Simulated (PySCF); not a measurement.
## Working out the excitation energy of N(2+)

N(2+) [He] 2s2 2p1 (2P) → N(2+) [He] 2s1 2p2 (4P). Calculation: PySCF 2.14, in x2c-TZVPPall (5s3p2d1f, 31 functions); scalar relativity by spin-free X2C-1e. Frozen: nothing. Energies in hartree (1 hartree = 27.21139 eV):

```
             part  N(2+) (lower)  N(2+) (upper)
              UHF     -52.848339     -52.658113
MP2 opposite-spin      -0.067598      -0.015671
    MP2 same-spin      -0.004211      -0.012684
```

Problem. What does Hartree-Fock give?

Solution. (-52.658113) − (-52.848339) = 0.190226 hartree = 5.176 eV.

Problem. What do MP2 and SCS-MP2 (6/5 opposite-spin, 1/3 same-spin) give?

Solution. The opposite-spin parts differ by 1.413 eV and the same-spin parts by -0.231 eV. MP2: 5.176 + (1.413) + (-0.231) = 6.358 eV. SCS-MP2: 5.176 + 1.2 × (1.413) + (-0.231)/3 = 6.795 eV.
